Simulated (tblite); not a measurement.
C₈H₁₆N₂.
Geometry (GFN2-xTB, Å), atoms numbered from 1 in this order:
```
atom  x, y, z in Å
C1    -3.5271   -0.8923   -0.4617
C2    -2.2898   -0.8665    0.0228
N3    -1.4419    0.2172    0.0825
C4    -1.7934    1.4264   -0.6317
N5    -0.0936   -0.1154    0.2401
C6     0.6560   -0.2591   -0.9973
C7     1.9711   -0.9707   -0.6929
C8     2.7668   -0.1765    0.3386
C9     1.9095    0.0452    1.5811
C10    0.6018    0.7285    1.1917
H11   -4.1180   -1.7862   -0.3877
H12   -4.0006   -0.0430   -0.9192
H13   -1.8511   -1.7462    0.4730
H14   -2.7510    1.7869   -0.2577
H15   -1.0411    2.1883   -0.4369
H16   -1.8727    1.2709   -1.7148
H17    0.0536   -0.8549   -1.6885
H18    0.8683    0.7167   -1.4702
H19    1.7497   -1.9625   -0.2963
H20    2.5455   -1.0877   -1.6135
H21    3.6821   -0.7096    0.6014
H22    3.0507    0.7902   -0.0856
H23    1.6784   -0.9167    2.0408
H24    2.4416    0.6591    2.3099
H25    0.8283    1.7296    0.7810
H26   -0.0442    0.8508    2.0640
```

Computed values, GFN2-xTB/tblite, gas phase, harmonic and unscaled. This tight-binding method is rough: wavenumbers can miss measured ones by several per cent, in bad cases by 10 to 20. One conformer, not necessarily the lowest.

Harmonic wavenumbers (cm⁻¹): 59.3, 91.8, 119.9, 175.2, 208.3, 231.8, 239.5, 299.5, 327.4, 366.9, 394.4, 452.7, 481.9, 507.3, 592.1, 640.9, 783.7, 796.3, 837.3, 882.4, 900.3, 935.7, 964.3, 980.7, 988.8, 1002.2, 1015.9, 1065.9, 1082.8, 1091.5, 1109.5, 1131.4, 1140.3, 1147.5, 1201.2, 1225.5, 1239.7, 1251.6, 1276.0, 1290.0, 1308.6, 1324.2, 1341.4, 1342.2, 1349.9, 1358.8, 1398.6, 1429.2, 1469.4, 1473.1, 1479.0, 1479.8, 1481.2, 1497.4, 1501.1, 1703.6, 2795.1, 2808.7, 2901.1, 2960.6, 2964.7, 2976.8, 2979.3, 2981.2, 2988.5, 2995.5, 2999.5, 3007.0, 3028.4, 3073.0, 3128.6, 3151.4.

A = 2828, B = 781.9, C = 741.7 MHz; mass 140.131 u (most abundant isotopes); point group C1, symmetry number 1.

**Question.** Zero-point energy?

**Answer.** Half the sum of the wavenumbers: 50603 cm⁻¹ = 605.35 kJ/mol.

**Question.** Entropy at 273.15 K, 1 bar (ideal gas, RRHO, classical rotation)?

**Answer.** Translation 168.68, rotation 123.01, vibration 111.02: S = 402.7 J/(mol K).

**Question.** And Cp and H(273.15 K) − H(0)?

**Answer.** Cp = 166.20 J/(mol K), of which vibrations give 132.95 (their classical limit is 72 R = 598.6); H(273.15 K) − H(0) = 26.21 kJ/mol without the zero-point energy, 17.13 from vibrations.

**Question.** Blend soft modes into free rotors: weight 1/[1 + (100 cm⁻¹/ν̃)⁴] for the oscillator and the rest for a rotor with moment μB/(μ + B), μ = h/(8π²ν), B = 10⁻⁴⁴ kg m². What vibrational entropy results?

**Answer.** 105.46 J/(mol K) in place of 111.02, which changes −T·S at 273.15 K by +1.52 kJ/mol.

**Question.** Which modes carry the vibrational entropy at 273.15 K?

**Answer.** 59.3 cm⁻¹: 18.02; 91.8 cm⁻¹: 14.44; 119.9 cm⁻¹: 12.27; 175.2 cm⁻¹: 9.27; 208.3 cm⁻¹: 7.95; 231.8 cm⁻¹: 7.15 J/(mol K); the other 66 give 41.92 together.

**Question.** How do the functions run with temperature in this model?

**Answer.** 
```csv
T (K),S (J/(mol K)),Cp (J/(mol K)),H − H(0) (kJ/mol),G − H(0) (kJ/mol),ln q(vib)
150,324.5,103.1,9.76,-38.92,2.52
250,388.6,153.3,22.51,-74.63,5.18
298.15,417.9,180.6,30.55,-94.05,6.51
400,479.3,240.1,51.99,-139.74,9.41
600,596.3,338.0,110.34,-247.43,15.37
900,753.1,434.1,227.35,-450.45,24.34
```

q(vib) and H(0) count from the zero-point level.

**Question.** What must be added to the electronic energy to get the Gibbs energy at 273.15 K and 1 bar?

**Answer.** ZPE + [H(273.15 K) − H(0)] − T·S = 605.35 + 26.21 − 110.00 = 521.56 kJ/mol.

Hindered rotation and anharmonicity are outside this model. Other conformers, if any are populated, would add a mixing term that is left out. The structure is chiral; the term R ln 2 for an equal mix with its mirror image is left out.
